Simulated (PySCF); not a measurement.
# InH: energy against distance

Set-up: In cc-pVTZ-PP with ECP28, H cc-pVTZ; scalar-relativistic core potentials (PySCF 2.14). Energies in eV from In + H in their ground configurations at the same level. All curves are PBE0. state 1: ¹Σ⁺ (singlet), closed shell; state 2: ³Π (triplet), unpaired electrons σ ↑, π ↑, a second solution, started from another occupation.

```
R (Å)  state 1  state 2
1.597   -2.240  -0.4552
1.671   -2.441  -0.5766
1.746   -2.555  -0.6260
1.801   -2.598  -0.6291
1.857   -2.610  -0.6115
1.913   -2.598  -0.5793
1.987   -2.553  -0.5223
2.080   -2.460  -0.4414
2.191   -2.313  -0.3459
2.340   -2.081  -0.2397
```

Question: Put a parabola through the three lowest points of the state 1 curve and estimate Re, k and ωe (reduced mass 0.9991 u; 1 eV/Å² = 0.16022 mdyn/Å; ωe = 1302.8·√(k/μ) cm⁻¹).

Answer: Through R = 1.801, 1.857, 1.913 Å the second-order coefficient is 3.83 eV/Å², so Re ≈ 1.857 Å, k ≈ 1.23 mdyn/Å and ωe ≈ 1443 cm⁻¹. A polynomial fit of higher order to the unrounded PBE0 energies gives Re = 1.856 Å, k = 1.25 mdyn/Å, ωe = 1458 cm⁻¹; anharmonicity and rounding make the difference.

The higher-order fit for each curve: state 1: Re = 1.856 Å, ωe = 1458 cm⁻¹, De = 2.61 eV; state 2: Re = 1.780 Å, ωe = 1429 cm⁻¹, minimum 0.63 eV below the ground-state fragments.

These are scalar-relativistic numbers at best; spin–orbit coupling would shift them, the dissociation energy most.
